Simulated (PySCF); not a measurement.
**How the method moves the HOMO and LUMO of `C/C([SiH3])=C/F`**

C3H7FSi.
Structure used (PBE0-D3(BJ)/def2-SVP), in Å, numbered top down from 1:
```xyz
12
C3H7FSi angstrom
C     -1.0615   -1.2501   -0.0062
C     -0.0060   -0.1862   -0.1018
Si     1.8228   -0.6227    0.0179
C     -0.3439    1.0897   -0.2851
F      0.5728    2.0555   -0.3912
H     -0.9386   -2.0083   -0.7970
H     -1.0017   -1.7869    0.9546
H     -2.0765   -0.8325   -0.0971
H      1.9284   -2.0476    0.4581
H      2.4977   -0.4853   -1.3087
H      2.5292    0.2445    1.0061
H     -1.3643    1.4813   -0.3717
```

Basis pcSseg-2 throughout (PySCF), one geometry. Isolated species at its PBE0-D3(BJ)/def2-SVP geometry, gas phase.

Question: How do the orbital energies, the gap and the dipole change with the method?

Answer: 
| method | kind | HOMO (eV) | LUMO (eV) | gap (eV) | μ (D) | SCF cycles |
| --- | --- | --- | --- | --- | --- | --- |
| BLYP | GGA | -6.04 | -1.13 | 4.91 | 1.72 | 16 |
| B97-D | GGA | -6.13 | -1.15 | 4.98 | 1.72 | 15 |
| OPBE | GGA | -6.14 | -1.15 | 5.00 | 1.69 | 16 |
| PBE | GGA | -6.17 | -1.26 | 4.91 | 1.71 | 15 |
| KT2 | GGA | -6.19 | -1.25 | 4.94 | 1.71 | 16 |
| KT3 | GGA | -6.22 | -1.22 | 5.00 | 1.70 | 16 |
| BP86 | GGA | -6.26 | -1.33 | 4.93 | 1.72 | 15 |
| LDA | LDA | -6.31 | -1.46 | 4.85 | 1.75 | 15 |
| B97-2 | global hybrid | -7.11 | -0.35 | 6.76 | 1.79 | 14 |
| B3LYP | global hybrid | -7.15 | -0.53 | 6.61 | 1.80 | 14 |
| PBE0 | global hybrid | -7.36 | -0.31 | 7.05 | 1.79 | 14 |
| mPW1PW91 | global hybrid | -7.38 | -0.32 | 7.06 | 1.80 | 14 |
| BHandHLYP | global hybrid | -8.41 | 0.73 | 9.13 | 1.88 | 12 |
| CAM-B3LYP | range-separated hybrid | -8.69 | 0.80 | 9.49 | 1.83 | 12 |
| wB97X-D | range-separated hybrid | -9.19 | 1.49 | 10.68 | 1.80 | 14 |
| HF | Hartree–Fock | -9.96 | 2.63 | 12.59 | 1.96 | 11 |
| LC-wPBE | range-separated hybrid | -10.03 | 1.94 | 11.97 | 1.82 | 14 |

The HOMO spans 3.99 eV, from BLYP down to LC-wPBE, and the gap runs from 4.85 eV (LDA) to 12.59 eV (HF). Over the methods BLYP (0 %), B97-D (0 %), OPBE (0 %), PBE (0 %), KT2 (0 %), KT3 (0 %), BP86 (0 %), LDA (0 %), B97-2 (21 %), B3LYP (20 %), PBE0 (25 %), mPW1PW91 (25 %), BHandHLYP (50 %), HF (100 %), a straight line through the gap against the share of exact exchange rises by 0.78 eV for each 10 % (correlation coefficient 0.999). The dipole ranges from 1.69 D (OPBE) to 1.96 D (HF). This basis has no diffuse functions.

The vertical ΔSCF ionisation energy at CAM-B3LYP/def2-SVPD is 9.57 eV; −ε(HOMO) comes closest to it with wB97X-D (9.19 eV) and HF (9.96 eV).
